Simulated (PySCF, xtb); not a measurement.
SiFClBr2, SMILES [Si](F)(Br)(Br)Cl.

Harmonic wavenumbers (cm⁻¹) from GFN2-xTB in xtb 6.7.1 at its own minimum, in rising order: 93, 108, 158, 185, 190, 346, 512, 579, 856.

Problem. What does B3LYP-D3(BJ)/def2-SVP in PySCF give at its own minimum? (An estimate is asked for; the answer gives what the named calculation found.)

Solution. 110, 131, 188, 221, 237, 353, 524, 605, 925. Paired by order, the mean absolute difference is 30 cm⁻¹ and the zero-point energies are 4.3 and 4.7 kcal/mol.
